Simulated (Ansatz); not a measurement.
Cost and result for the atomization energy of `CN(C)BN` (14 atoms, 13 bonds).

| atom | x (Å) | y (Å) | z (Å) |
| --- | --- | --- | --- |
| C1 | -0.285 | -0.511 | -1.283 |
| N2 | -0.200 | -0.206 | 0.119 |
| C3 | -1.036 | -1.047 | 0.934 |
| B4 | 0.615 | 0.802 | 0.676 |
| N5 | 1.458 | 1.650 | -0.073 |
| H6 | 0.349 | 0.151 | -1.872 |
| H7 | 0.028 | -1.543 | -1.489 |
| H8 | -1.313 | -0.401 | -1.653 |
| H9 | -0.932 | -0.770 | 1.983 |
| H10 | -2.095 | -0.950 | 0.655 |
| H11 | -0.766 | -2.106 | 0.828 |
| H12 | 0.589 | 0.949 | 1.867 |
| H13 | 1.573 | 1.628 | -1.070 |
| H14 | 2.015 | 2.353 | 0.377 |

Total charge 0; spin multiplicity 1. Geometry: relaxed with PBE0-D4/def2-TZVP. It is one conformer, not always the lowest. Program: Ansatz. All runs use 4 threads of a server CPU on a shared host. Times are those of one run each, without the atoms' runs, and a repeat can differ threefold. Electronic energies, without spin–orbit coupling; frozen cores. CCSD(T)/CBS adds CCSD(T) − MP2 in def2-TZVPP to the MP2 limit, and its time is that of the two runs behind it. T1 = 0.011. B3LYP takes the VWN-RPA correlation (the form of Gaussian; ORCA's B3LYP/G).

CCSD(T)/CBS is a level of theory with its own doubt, some kJ/mol a heavy atom from the limit and from the frozen cores, so smaller differences don't rank the functionals.

```tsv
level	functions	wall time
LDA (SPW92)/def2-TZVPP	281	1.4 s
revPBE-D4/def2-TZVPP	281	2.3 s
PBE-D4/def2-TZVPP (with forces)	281	2.8 s
PBE0-D4/def2-TZVPP	281	2.9 s
BHLYP-D4/def2-TZVPP	281	2.9 s
B3LYP-D4/def2-TZVPP (with forces)	281	4.6 s
PBE-QIDH/def2-TZVPP	281	6 s
CCSD(T)/def2-SVP	115	7 s
ωB97X-V/def2-TZVPP	281	8 s
B97M-V/def2-TZVPP	281	9.5 s
MP2/def2-QZVPP	555	29 s
CCSD(T)/def2-TZVPP	281	3.6 min
CCSD(T)/CBS(def2)	–	4.1 min
```

(1) What atomization energy does each give, and how far from CCSD(T)/CBS? (Estimate.)

## Answers

(1) Ansatz gave: 
```
                            level  atomization (kcal/mol)  difference from CCSD(T)/CBS  per bond
           LDA (SPW92)/def2-TZVPP                  1464.1                        184.3      14.2
             revPBE-D4/def2-TZVPP                  1280.2                          0.4       0.0
  PBE-D4/def2-TZVPP (with forces)                  1310.6                         30.8       2.4
               PBE0-D4/def2-TZVPP                  1289.6                          9.8       0.7
              BHLYP-D4/def2-TZVPP                  1256.7                        -23.1      -1.8
B3LYP-D4/def2-TZVPP (with forces)                  1291.6                         11.8       0.9
              PBE-QIDH/def2-TZVPP                  1275.1                         -4.7      -0.4
                 CCSD(T)/def2-SVP                  1219.0                        -60.8      -4.7
               ωB97X-V/def2-TZVPP                  1287.0                          7.2       0.5
                B97M-V/def2-TZVPP                  1283.9                          4.1       0.3
                   MP2/def2-QZVPP                  1280.4                          0.6       0.0
               CCSD(T)/def2-TZVPP                  1247.7                        -32.1      -2.5
                CCSD(T)/CBS(def2)                  1279.8                          0.0       0.0
```

In def2-TZVPP, CCSD(T) changes the Hartree–Fock value by +311.0 kcal/mol (the triples alone add +16.4 kcal/mol) and MP2 by +324.7 kcal/mol; breaking electron pairs costs correlation energy, which Hartree–Fock lacks. At CCSD(T), def2-SVP lies −60.8 kcal/mol from the extrapolated value and def2-TZVPP −32.1 kcal/mol: correlation converges slowly with the basis, and small sets miss more of it in the bonded molecule than in its fragments. From BLYP to BHLYP (50 % exact exchange), in def2-TZVPP and without D4, the atomization energy moves by −25.6 kcal/mol: exact exchange takes away binding that semilocal exchange gives to molecules.
